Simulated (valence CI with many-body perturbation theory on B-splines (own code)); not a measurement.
# E1 transitions of Au LXXIII

Calculated by configuration interaction combined with many-body perturbation theory (CI+MBPT): five valence electrons over a frozen Dirac-Fock core [He], a basis of 9 s, 9 p, 8 d, 6 f, 3 g, 1 h functions for each j, with the one-electron correlation potential Σ1 (screened to all orders), the two-electron term Σ2, the three-electron term Σ3, Breit, model QED; selected single and double excitations, second order for the rest (own B-spline code, finite nucleus).

The last digits are not significant, and no measured levels were compared; by estimate large intervals hold to a few tenths of a per cent, small ones and those within an open d or f shell to about a per cent. Among the levels kept, up to 1100 cm⁻¹ of a level comes from second order outside the variational space, and about a tenth of that is noise between levels of different J, which matters for small intervals.

Lines 151 to 200 of 262 in falling wavelength, among levels below 13257 eV, chosen from the strongest by gf and those to the six lowest levels. Wavelengths and rates use the calculated energies. Electric multipoles are in the length gauge, E1 and E2 with the static RPA response of the core. Weak lines are less certain than strong ones. Lines between different terms over intervals too small for the method are left out, as are lines whose strength nearly cancels. The highest levels of a list are the least certain.

Levels are named by their leading jj configuration (3d3/2^4 stands for four electrons in 3d with j = 3/2), which in mixed levels can hold well under half, so a name can repeat and another be missing. Letters in brackets count levels of one name in rising energy.

```csv
λ vac (Å),Upper,Lower,A (s⁻¹),log gf,Branch %
1.233,(2s^2 2p1/2 2p3/2 3s) J=5/2,(2s^2 2p1/2 2p3/2^2) J=5/2,1.50e+14,-0.69,67.3
1.232,(2s^2 2p1/2 2p3/2 3s) J=3/2 [a],(2s^2 2p1/2 2p3/2^2) J=3/2,1.33e+14,-0.92,66.7
1.232,(2s^2 2p1/2 2p3/2 3s) J=3/2 [b],(2s^2 2p1/2 2p3/2^2) J=5/2,2.27e+14,-0.69,54.9
1.231,(2s^2 2p1/2 2p3/2 3s) J=1/2,(2s^2 2p1/2 2p3/2^2) J=3/2,2.66e+14,-0.92,60.6
1.230,(2s^2 2p1/2 2p3/2 3s) J=5/2,(2s^2 2p1/2 2p3/2^2) J=3/2,1.06e+13,-1.84,4.7
1.229,(2s^2 2p1/2 2p3/2 3s) J=3/2 [b],(2s^2 2p1/2 2p3/2^2) J=3/2,4.08e+13,-1.43,9.9
1.224,(2s 2p1/2^2 2p3/2 3s) J=3/2 [b],(2s 2p1/2^2 2p3/2^2) J=5/2,2.38e+13,-1.67,12.9
1.210,(2s^2 2p1/2 2p3/2 3p3/2) J=1/2 [a],(2s 2p1/2^2 2p3/2^2) J=1/2,1.24e+12,-3.26,14.6
1.210,(2s^2 2p1/2 2p3/2 3p3/2) J=3/2 [a],(2s 2p1/2^2 2p3/2^2) J=1/2,7.11e+10,-4.20,1.0
1.206,(2s^2 2p1/2 2p3/2 3p3/2) J=3/2 [b],(2s 2p1/2^2 2p3/2^2) J=1/2,3.03e+11,-3.58,5.7
1.202,(2s^2 2p1/2 2p3/2 3p3/2) J=1/2 [b],(2s 2p1/2^2 2p3/2^2) J=1/2,6.23e+10,-4.57,0.6
1.197,(2s^2 2p1/2 2p3/2 3p3/2) J=5/2 [a],(2s 2p1/2^2 2p3/2^2) J=5/2,9.84e+11,-2.90,16.1
1.196,(2s^2 2p1/2 2p3/2 3p3/2) J=3/2 [a],(2s 2p1/2^2 2p3/2^2) J=5/2,3.30e+11,-3.55,4.7
1.196,(2s^2 2p1/2 2p3/2 3p3/2) J=7/2,(2s 2p1/2^2 2p3/2^2) J=5/2,2.75e+10,-4.33,0.4
1.193,(2s^2 2p1/2 2p3/2 3p3/2) J=3/2 [b],(2s 2p1/2^2 2p3/2^2) J=5/2,4.16e+11,-3.45,7.8
1.192,(2s^2 2p1/2 2p3/2 3p3/2) J=5/2 [b],(2s 2p1/2^2 2p3/2^2) J=5/2,8.06e+10,-3.99,1.2
1.187,(2s 2p1/2^2 2p3/2 3p1/2) J=3/2 [a],(2s^2 2p1/2 2p3/2^2) J=1/2,1.02e+11,-4.07,0.0
1.180,(2s 2p1/2^2 2p3/2 3p1/2) J=3/2 [a],(2s^2 2p1/2 2p3/2^2) J=5/2,4.42e+10,-4.43,0.0
1.180,(2s 2p1/2^2 2p3/2 3p1/2) J=5/2,(2s^2 2p1/2 2p3/2^2) J=5/2,1.25e+11,-3.81,0.0
1.178,(2s 2p1/2^2 2p3/2 3p1/2) J=3/2 [a],(2s^2 2p1/2 2p3/2^2) J=3/2,1.07e+12,-3.05,0.4
1.177,(2s 2p1/2^2 2p3/2 3p1/2) J=5/2,(2s^2 2p1/2 2p3/2^2) J=3/2,1.43e+10,-4.75,0.0
1.176,(2s 2p1/2^2 2p3/2 3p1/2) J=1/2,(2s^2 2p1/2 2p3/2^2) J=1/2,1.72e+11,-4.15,0.0
1.176,(2s 2p1/2^2 2p3/2 3p1/2) J=3/2 [b],(2s^2 2p1/2 2p3/2^2) J=1/2,1.79e+11,-3.83,0.0
1.169,(2s 2p1/2^2 2p3/2 3p1/2) J=3/2 [b],(2s^2 2p1/2 2p3/2^2) J=5/2,6.16e+11,-3.30,0.1
1.167,(2s 2p1/2^2 2p3/2 3p1/2) J=1/2,(2s^2 2p1/2 2p3/2^2) J=3/2,3.61e+10,-4.83,0.0
1.167,(2s 2p1/2^2 2p3/2 3p1/2) J=3/2 [b],(2s^2 2p1/2 2p3/2^2) J=3/2,2.34e+11,-3.72,0.0
1.159,(2s 2p1/2^2 2p3/2 3d3/2) J=3/2 [a],(2s 2p1/2^2 2p3/2^2) J=1/2,1.17e+14,-1.03,26.6
1.159,(2s 2p1/2^2 2p3/2 3d3/2) J=1/2 [a],(2s 2p1/2^2 2p3/2^2) J=3/2,1.29e+14,-1.28,65.9
1.158,(2s 2p1/2^2 2p3/2 3d3/2) J=1/2 [a],(2s 2p1/2^2 2p3/2^2) J=1/2,6.45e+13,-1.59,32.9
1.151,(2s^2 2p1/2 2p3/2 3d3/2) J=3/2 [a],(2s^2 2p1/2 2p3/2^2) J=1/2,7.51e+13,-1.22,11.2
1.150,(2s^2 2p1/2 2p3/2 3d3/2) J=1/2 [a],(2s^2 2p1/2 2p3/2^2) J=1/2,1.02e+14,-1.39,28.0
1.149,(2s 2p1/2^2 2p3/2 3d3/2) J=3/2 [b],(2s 2p1/2^2 2p3/2^2) J=3/2,9.29e+13,-1.13,40.1
1.149,(2s 2p1/2^2 2p3/2 3d3/2) J=3/2 [b],(2s 2p1/2^2 2p3/2^2) J=1/2,1.85e+13,-1.83,8.0
1.149,(2s 2p1/2^2 2p3/2 3d3/2) J=5/2 [b],(2s 2p1/2^2 2p3/2^2) J=3/2,4.14e+13,-1.31,33.6
1.148,(2s 2p1/2^2 2p3/2 3d3/2) J=1/2 [b],(2s 2p1/2^2 2p3/2^2) J=3/2,1.76e+14,-1.16,40.7
1.148,(2s 2p1/2^2 2p3/2 3d3/2) J=1/2 [b],(2s 2p1/2^2 2p3/2^2) J=1/2,2.21e+14,-1.06,51.0
1.147,(2s 2p1/2^2 2p3/2 3d3/2) J=5/2 [a],(2s 2p1/2^2 2p3/2^2) J=5/2,1.75e+14,-0.68,83.5
1.147,(2s^2 2p1/2 2p3/2 3d3/2) J=3/2 [b],(2s^2 2p1/2 2p3/2^2) J=1/2,1.12e+14,-1.05,4.4
1.147,(2s 2p1/2^2 2p3/2 3d3/2) J=3/2 [a],(2s 2p1/2^2 2p3/2^2) J=5/2,3.08e+14,-0.61,70.0
1.146,(2s 2p1/2^2 2p3/2 3d3/2) J=7/2,(2s 2p1/2^2 2p3/2^2) J=5/2,3.78e+13,-1.22,77.8
1.146,(2s^2 2p1/2 2p3/2 3d3/2) J=1/2 [b],(2s^2 2p1/2 2p3/2^2) J=1/2,8.21e+13,-1.49,3.1
1.145,(2s^2 2p1/2 2p3/2 3d3/2) J=3/2 [a],(2s^2 2p1/2 2p3/2^2) J=5/2,6.25e+13,-1.31,9.4
1.145,(2s^2 2p1/2^2 3d3/2) J=3/2,(2s^2 2p1/2^2 2p3/2) J=3/2,3.38e+14,-0.58,99.4
1.145,(2s^2 2p1/2 2p3/2 3d3/2) J=5/2 [a],(2s^2 2p1/2 2p3/2^2) J=5/2,1.61e+14,-0.72,65.2
1.143,(2s^2 2p1/2 2p3/2 3d3/2) J=7/2,(2s^2 2p1/2 2p3/2^2) J=5/2,5.35e+13,-1.08,96.6
1.143,(2s 2p1/2^2 2p3/2 3d5/2) J=5/2,(2s 2p1/2^2 2p3/2^2) J=3/2,2.19e+14,-0.59,13.1
1.142,(2s^2 2p1/2 2p3/2 3d3/2) J=3/2 [a],(2s^2 2p1/2 2p3/2^2) J=3/2,2.00e+14,-0.80,30.0
1.142,(2s^2 2p1/2 2p3/2 3d3/2) J=5/2 [a],(2s^2 2p1/2 2p3/2^2) J=3/2,5.49e+11,-3.19,0.2
1.142,(2s^2 2p1/2 2p3/2 3d3/2) J=1/2 [a],(2s^2 2p1/2 2p3/2^2) J=3/2,1.95e+14,-1.12,53.5
1.141,(2s^2 2p1/2 2p3/2 3d3/2) J=5/2 [b],(2s^2 2p1/2 2p3/2^2) J=5/2,3.06e+13,-1.45,1.2
```

How does gf follow from A for the line at 1.169 Å?

gf = 1.4992 × (2J+1)_upper × A / σ², with σ = 85515928 cm⁻¹ and 2J+1 = 4: gf = 0.000505.
